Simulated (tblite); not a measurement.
Species: C3H3F2GeO2 (doublet state).
Bonds: C1–C2 (double), C2–O3, O3–C4, C4–O5 (double), C2–Ge6, Ge6–F7, Ge6–F8. Hydrogens: H9, H10 on C1; H11 on Ge6.
Bond orders are those of one Lewis drawing.

Computed with GFN2-xTB (tblite), gas phase: L-BFGS steps from a force-field or distance-geometry start until the largest atomic force falls under 0.01 eV/Å.

Step 24: E = -747.3654 eV
```
atom  x, y, z in Å  |  force x, y, z in eV/Å
C1      1.3336   -1.2952   -0.0555    0.010  -0.008  -0.095
C2      0.6825   -0.1556   -0.1730   -0.089   0.022   0.075
O3      1.4076    1.0266   -0.4187    0.042   0.049   0.051
C4      0.7881    2.1285   -0.2374   -0.084   0.084   0.030
O5     -0.3518    2.3407    0.0662    0.161  -0.043  -0.101
Ge6    -1.2917    0.0537    0.0474   -0.195   0.039  -0.077
F7     -1.7654   -1.6295   -0.1675    0.012   0.058   0.064
F8     -1.6710    0.2983    1.7216    0.039  -0.063  -0.017
H9      2.4036   -1.3502   -0.1716    0.044  -0.036   0.038
H10     0.7872   -2.2043    0.1339   -0.006  -0.008  -0.020
H11    -2.3172    0.7897   -0.7716    0.066  -0.095   0.052
```

Step 25: E = -747.3691 eV
```
atom  x, y, z in Å  |  force x, y, z in eV/Å
C1      1.3307   -1.2963   -0.0594    0.035  -0.050  -0.078
C2      0.6826   -0.1543   -0.1674   -0.058   0.041   0.064
O3      1.4099    1.0310   -0.3933    0.082   0.028   0.010
C4      0.7849    2.1330   -0.2373   -0.072   0.056   0.061
O5     -0.3601    2.3441    0.0459    0.128  -0.029  -0.108
Ge6    -1.2909    0.0558    0.0420   -0.213   0.055  -0.019
F7     -1.7552   -1.6296   -0.1663   -0.007   0.041   0.059
F8     -1.6546    0.3057    1.7222    0.031  -0.070  -0.046
H9      2.4010   -1.3641   -0.1637    0.057   0.029   0.026
H10     0.7872   -2.2095    0.1164   -0.064   0.000  -0.020
H11    -2.3299    0.7870   -0.7652    0.081  -0.101   0.051
```

Step 26: E = -747.3722 eV
```
atom  x, y, z in Å  |  force x, y, z in eV/Å
C1      1.3291   -1.2980   -0.0642    0.027  -0.057  -0.050
C2      0.6826   -0.1532   -0.1608   -0.005   0.038   0.031
O3      1.4135    1.0349   -0.3690    0.076   0.012   0.000
C4      0.7825    2.1362   -0.2351   -0.062   0.021   0.075
O5     -0.3689    2.3443    0.0237    0.118  -0.015  -0.110
Ge6    -1.2930    0.0606    0.0363   -0.132   0.037   0.047
F7     -1.7441   -1.6267   -0.1641   -0.036   0.006   0.049
F8     -1.6388    0.3120    1.7214    0.015  -0.068  -0.052
H9      2.4005   -1.3766   -0.1557    0.032   0.085   0.015
H10     0.7852   -2.2138    0.0988   -0.091   0.020  -0.025
H11    -2.3431    0.7829   -0.7574    0.057  -0.079   0.021
```

**Question.** Estimate the geometry and energy of step 27. (The exact step hangs on the optimiser's Hessian estimate; all steps are aligned on step 26, rigid shifts and turns removed.)

**Answer.** E = -747.3741 eV, largest force 0.108 eV/Å
```
atom  x, y, z in Å  |  force x, y, z in eV/Å
C1      1.3286   -1.2994   -0.0682    0.002  -0.026  -0.022
C2      0.6824   -0.1525   -0.1553    0.029   0.017  -0.007
O3      1.4157    1.0373   -0.3548    0.068  -0.015   0.010
C4      0.7817    2.1377   -0.2326    0.011   0.007   0.057
O5     -0.3728    2.3449    0.0086    0.039   0.001  -0.090
Ge6    -1.2966    0.0642    0.0334   -0.005   0.000   0.079
F7     -1.7382   -1.6243   -0.1616   -0.057  -0.021   0.042
F8     -1.6291    0.3140    1.7195   -0.005  -0.058  -0.026
H9      2.4013   -1.3826   -0.1506   -0.001   0.108   0.005
H10     0.7822   -2.2153    0.0876   -0.089   0.030  -0.030
H11    -2.3500    0.7787   -0.7522    0.008  -0.042  -0.018
```

The energy changes by -0.0019 eV. The first-order estimate −F·Δx gives -0.0028 eV and the mean of the old and new forces, exact on a quadratic surface, -0.0019 eV. The step makes an angle of 75° with the force vector and moves no atom by more than 0.016 Å.

The cost below is that of the whole relaxation. Time: 0.42 s of wall time. Hardware: Arm Neoverse V1, one thread, shared host with 32 logical CPUs at a one-minute load of 31.
